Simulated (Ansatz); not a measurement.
Ansatz results at the PBE0-D4/def2-TZVP geometry: HOMO–LUMO gap (PBE0/def2-TZVPP) 7.18 eV; HOMO energy (B3LYP/def2-TZVPP) -7.50 eV; LUMO energy (PBE0/def2-TZVPP) -0.53 eV.

Each molecule was computed in one conformer, which needn't be the lowest.

Problem. Which molecule gave them?
A. `N=C(O)[SiH2][SiH3]`
B. `N=C(N)[TeH]`
C. `O[CH]1[NH][GeH2]1`
D. `N[C@H]1O[Si@@H]1[SiH3]`

Solution. A. The others give `N=C(N)[TeH]`: 5.44, -6.30, -1.07; `N[C@H]1O[Si@@H]1[SiH3]`: 5.95, -6.68, -0.95; `O[CH]1[NH][GeH2]1`: 5.13, -5.91, -0.92.

B3LYP here is the variant with VWN-RPA as its local correlation; programs differ in this.
